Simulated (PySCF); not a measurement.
**How methods differ on the fine-structure interval of Ge¹⁹⁺**

Ge¹⁹⁺ [Ne] 3s2 3p1 [3p1/2^1, M_J = 1/2] → Ge¹⁹⁺ [Ne] 3s2 3p1 [3p3/2^1, M_J = 3/2], as a difference of total energies. All numbers are calculated (PySCF 2.14, the two-component X2C-1e Hamiltonian, in an even-tempered Gaussian basis (19 s from 2.1 bohr⁻², ratio 2.4; 13 p from 2.7 bohr⁻², ratio 2.4; 5 d from 10 bohr⁻², ratio 2.6; 4 f from 15 bohr⁻², ratio 2.6)). Correlated levels: 1s2 frozen; the 52 highest virtual spinors dropped. "Screened" scales the spin-orbit matrix elements by Boettger's factors to mimic the two-electron term; Breit and QED terms are absent.

```csv
method,fine-structure interval (cm⁻¹)
GHF (screened spin-orbit),58234
GMP2 (screened spin-orbit),56848
GHF (bare spin-orbit),62102
```
